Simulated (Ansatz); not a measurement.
Ansatz (a program for electronic structure) input (B3LYP-D3(BJ)/def2-TZVP):

Ansatz 0.2 input:
```yaml
crystal:
  periodic: [false, false, false]
  atoms:
    - {symbol: B, position_ang: [-0.00000000, -0.00000000, -1.33023868]}
    - {symbol: Cl, position_ang: [0.00000000, 0.00000000, 0.39124667]}
basis:
  gaussian:
    orbitals: def2-TZVP
hamiltonian:
  xc: b3lyp
  dispersion: d3bj
phonons: {temperatures: {t_min: 298.15, t_max: 298.15, t_step: 100}}
```

Output:

```
Functional definition: B3LYP
integrals: 0.01 GiB planned
432 factors; their error is unknown
mean field: 0.13 GiB planned
mean field evaluation 1: about -13197.7284 eV, gradient 1.1e1 eV
mean field evaluation 2: about -13197.7521 eV, gradient 1.0e1 eV
mean field evaluation 4: about -13198.0634 eV, gradient 4.8e-1 eV
mean field evaluation 8: about -13198.0942 eV, gradient 4.4e-4 eV
mean field -13198.09422595 eV, -485.0210168142 hartree, gradient 2.6e-5 eV, S^2 0.000000; 0 other end points of the search recorded, 0 dependent functions left out
the calculation of the forces begins
reference -13198.09440742 eV, -485.0210234829 hartree; 11, 11 occupied and 57, 57 virtual orbitals, 432 factors
these checks for a lower state are left out or cut short: stability, starts, cluster_reference, orbital_swaps, neighbouring_geometries, increment
integrals: 0.01 GiB planned
432 factors; their error is unknown
mean field: 0.13 GiB planned
mean field evaluation 16: about -13198.0942 eV, gradient 3.3e-5 eV
mean field -13198.09422596 eV, -485.0210168144 hartree, gradient 3.0e-7 eV, S^2 0.000000; 0 other end points of the search recorded, 0 dependent functions left out
the calculation of the forces begins
reference -13198.09440742 eV, -485.0210234831 hartree; 11, 11 occupied and 57, 57 virtual orbitals, 432 factors
these checks for a lower state are left out or cut short: stability, starts, cluster_reference, orbital_swaps, neighbouring_geometries, increment
integrals: 0.01 GiB planned
432 factors; their error is unknown
mean field: 0.13 GiB planned
mean field -13198.09422596 eV, -485.0210168144 hartree, gradient 3.0e-7 eV, S^2 0.000000; 0 other end points of the search recorded, 0 dependent functions left out
the calculation of the forces begins
reference -13198.09440742 eV, -485.0210234831 hartree; 11, 11 occupied and 57, 57 virtual orbitals, 432 factors
these checks for a lower state are left out or cut short: stability, starts, cluster_reference, orbital_swaps, neighbouring_geometries, increment
integrals: 0.01 GiB planned
432 factors; their error is unknown
mean field: 0.13 GiB planned
mean field evaluation 32: about -13198.0942 eV, gradient 7.8e-7 eV
mean field -13198.09422596 eV, -485.0210168144 hartree, gradient 3.0e-7 eV, S^2 0.000000; 0 other end points of the search recorded, 0 dependent functions left out
the calculation of the forces begins
reference -13198.09440742 eV, -485.0210234831 hartree; 11, 11 occupied and 57, 57 virtual orbitals, 432 factors
these checks for a lower state are left out or cut short: stability, starts, cluster_reference, orbital_swaps, neighbouring_geometries, increment
integrals: 0.01 GiB planned
432 factors; their error is unknown
mean field: 0.13 GiB planned
mean field -13198.09422596 eV, -485.0210168144 hartree, gradient 3.0e-7 eV, S^2 0.000000; 0 other end points of the search recorded, 0 dependent functions left out
the calculation of the forces begins
reference -13198.09440742 eV, -485.0210234831 hartree; 11, 11 occupied and 57, 57 virtual orbitals, 432 factors
these checks for a lower state are left out or cut short: stability, starts, cluster_reference, orbital_swaps, neighbouring_geometries, increment
integrals: 0.01 GiB planned
432 factors; their error is unknown
mean field: 0.13 GiB planned
mean field -13198.09415257 eV, -485.0210141175 hartree, gradient 2.6e-6 eV, S^2 0.000000; 0 other end points of the search recorded, 0 dependent functions left out
the calculation of the forces begins
reference -13198.09433397 eV, -485.0210207839 hartree; 11, 11 occupied and 57, 57 virtual orbitals, 432 factors
these checks for a lower state are left out or cut short: stability, starts, cluster_reference, orbital_swaps, neighbouring_geometries, increment
integrals: 0.01 GiB planned
432 factors; their error is unknown
mean field: 0.13 GiB planned
mean field -13198.09416829 eV, -485.0210146950 hartree, gradient 1.2e-6 eV, S^2 0.000000; 0 other end points of the search recorded, 0 dependent functions left out
the calculation of the forces begins
reference -13198.09434981 eV, -485.0210213658 hartree; 11, 11 occupied and 57, 57 virtual orbitals, 432 factors
these checks for a lower state are left out or cut short: stability, starts, cluster_reference, orbital_swaps, neighbouring_geometries, increment
integrals: 0.01 GiB planned
432 factors; their error is unknown
mean field: 0.13 GiB planned
mean field -13198.09422596 eV, -485.0210168144 hartree, gradient 3.0e-7 eV, S^2 0.000000; 0 other end points of the search recorded, 0 dependent functions left out
the calculation of the forces begins
reference -13198.09440742 eV, -485.0210234831 hartree; 11, 11 occupied and 57, 57 virtual orbitals, 432 factors
these checks for a lower state are left out or cut short: stability, starts, cluster_reference, orbital_swaps, neighbouring_geometries, increment
integrals: 0.01 GiB planned
432 factors; their error is unknown
mean field: 0.13 GiB planned
mean field evaluation 64: about -13198.0942 eV, gradient 6.7e-2 eV
mean field -13198.09422596 eV, -485.0210168144 hartree, gradient 3.0e-7 eV, S^2 0.000000; 0 other end points of the search recorded, 0 dependent functions left out
the calculation of the forces begins
reference -13198.09440742 eV, -485.0210234831 hartree; 11, 11 occupied and 57, 57 virtual orbitals, 432 factors
these checks for a lower state are left out or cut short: stability, starts, cluster_reference, orbital_swaps, neighbouring_geometries, increment
integrals: 0.01 GiB planned
432 factors; their error is unknown
mean field: 0.13 GiB planned
mean field -13198.09422596 eV, -485.0210168144 hartree, gradient 3.0e-7 eV, S^2 0.000000; 0 other end points of the search recorded, 0 dependent functions left out
the calculation of the forces begins
reference -13198.09440742 eV, -485.0210234831 hartree; 11, 11 occupied and 57, 57 virtual orbitals, 432 factors
these checks for a lower state are left out or cut short: stability, starts, cluster_reference, orbital_swaps, neighbouring_geometries, increment
integrals: 0.01 GiB planned
432 factors; their error is unknown
mean field: 0.13 GiB planned
mean field -13198.09422596 eV, -485.0210168144 hartree, gradient 3.0e-7 eV, S^2 0.000000; 0 other end points of the search recorded, 0 dependent functions left out
the calculation of the forces begins
reference -13198.09440742 eV, -485.0210234831 hartree; 11, 11 occupied and 57, 57 virtual orbitals, 432 factors
these checks for a lower state are left out or cut short: stability, starts, cluster_reference, orbital_swaps, neighbouring_geometries, increment
integrals: 0.01 GiB planned
432 factors; their error is unknown
mean field: 0.13 GiB planned
mean field -13198.09416829 eV, -485.0210146950 hartree, gradient 1.2e-6 eV, S^2 0.000000; 0 other end points of the search recorded, 0 dependent functions left out
the calculation of the forces begins
reference -13198.09434981 eV, -485.0210213658 hartree; 11, 11 occupied and 57, 57 virtual orbitals, 432 factors
these checks for a lower state are left out or cut short: stability, starts, cluster_reference, orbital_swaps, neighbouring_geometries, increment
integrals: 0.01 GiB planned
432 factors; their error is unknown
mean field: 0.13 GiB planned
mean field evaluation 96: about -13198.0942 eV, gradient 2.6e-6 eV
mean field -13198.09415257 eV, -485.0210141175 hartree, gradient 2.6e-6 eV, S^2 0.000000; 0 other end points of the search recorded, 0 dependent functions left out
the calculation of the forces begins
reference -13198.09433397 eV, -485.0210207839 hartree; 11, 11 occupied and 57, 57 virtual orbitals, 432 factors
Total energy: -13198.14507428 eV, -485.0228854557 hartree
Atom 0 at    -0.000000    -0.000000    -1.330239 Å, force     0.000000     0.000000    -0.002124 eV/Å
Atom 1 at     0.000000     0.000000     0.391247 Å, force    -0.000000    -0.000000     0.002124 eV/Å
Dipole moment:    -0.000000     0.000000     0.337441 e Å
Vibrations: 829.71 cm⁻¹, zero-point energy 0.051435 eV
```
